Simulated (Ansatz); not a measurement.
Ansatz (a first-principles code) input (B3LYP/def2-TZVPD):

Ansatz 0.2 input:
```yaml
crystal:
  periodic: [false, false, false]
  atoms:
    - {symbol: Ge, position_ang: [-0.00111275, 0.00073862, 0.04560348]}
    - {symbol: H, position_ang: [0.02372375, -1.36442459, -0.70760372]}
    - {symbol: H, position_ang: [0.01188437, 1.34078877, -0.75170776]}
basis:
  gaussian:
    orbitals: def2-TZVPD
hamiltonian:
  xc: {name: B3LYP}
total_charge: 1
magnetization: {spin_polarized: true, initial_magnetization: 1}
output: {forces: true}
```

Output:

```
Functional definition: B3LYP
integrals: 0.01 GiB planned
516 factors; their error is unknown
mean field: 0.22 GiB planned
mean field evaluation 1: about -56540.7934 eV, gradient 9.4e0 eV
mean field evaluation 2: about -56541.2126 eV, gradient 5.6e0 eV
mean field evaluation 4: about -56541.3456 eV, gradient 3.5e-1 eV
mean field evaluation 8: about -56541.5294 eV, gradient 2.5e-3 eV
mean field -56541.52940906 eV, -2077.8628805577 hartree, gradient 9.7e-6 eV, S^2 0.752613; 0 other end points of the search recorded, 0 dependent functions left out
the calculation of the forces begins
reference -56541.52958150 eV, -2077.8628868949 hartree; 17, 16 occupied and 55, 56 virtual orbitals, 516 factors
Total energy: -56541.52958150 eV, -2077.8628868949 hartree
Atom 0 at    -0.001113     0.000739     0.045603 Å, force     0.000086    -0.000057    -0.003508 eV/Å
Atom 1 at     0.023724    -1.364425    -0.707604 Å, force    -0.000075     0.007384     0.001634 eV/Å
Atom 2 at     0.011884     1.340789    -0.751708 Å, force    -0.000011    -0.007327     0.001874 eV/Å
Dipole moment:     0.001595    -0.001059    -0.065386 e Å
```
